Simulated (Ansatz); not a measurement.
FH5NPSi, SMILES `N[SiH](F)P`, 9 atoms. Charge 0, multiplicity 1. All runs use 2 threads of an Arm Neoverse N1 on a shared host. Correlated methods freeze the cores.

Q: Give the basis size and wall time and peak host memory of each of these runs in Ansatz. RKS PBE0-D4/def2-QZVPP energy; RKS ωB97M-V/def2-SVP energy; RHF-MP2/def2-QZVPP energy; direct RPA on PBE orbitals/def2-TZVPP energy; RKS BHLYP-D4/def2-TZVPP energy; RKS LC-ωPBE/def2-TZVPP energy; RKS PBE0-D4/def2-TZVP frequencies; RKS ωB97M-V/def2-TZVPP energy and forces; RHF-CCSD(T)/def2-SVP energy; RKS ωB97M-V/def2-QZVPP energy; RKS B2PLYP (frozen core)/def2-TZVPP energy; RKS PBE0-D4/def2-SVP energy. (Best estimate.)

A: The calculation gave: Other jobs shared the machine, so times are rough.

```csv
level,job,functions,wall time,peak host memory (GiB)
RKS PBE0-D4/def2-SVP,energy,89,2.3 s,0.4
RHF-CCSD(T)/def2-SVP,energy,89,6 s,0.4
RKS BHLYP-D4/def2-TZVPP,energy,216,8.1 s,0.46
RKS LC-ωPBE/def2-TZVPP,energy,216,9.5 s,0.4
direct RPA on PBE orbitals/def2-TZVPP,energy,216,10 s,0.41
RKS ωB97M-V/def2-SVP,energy,89,11 s,0.4
RKS B2PLYP (frozen core)/def2-TZVPP,energy,216,12 s,0.47
RKS PBE0-D4/def2-QZVPP,energy,404,19 s,1.1
RKS ωB97M-V/def2-TZVPP,energy and forces,216,26 s,0.65
RHF-MP2/def2-QZVPP,energy,404,36 s,1.9
RKS ωB97M-V/def2-QZVPP,energy,404,44 s,1.4
RKS PBE0-D4/def2-TZVP,frequencies,166,3.6 min,0.4
```

LC-ωPBE has ω = 0.4 bohr⁻¹.
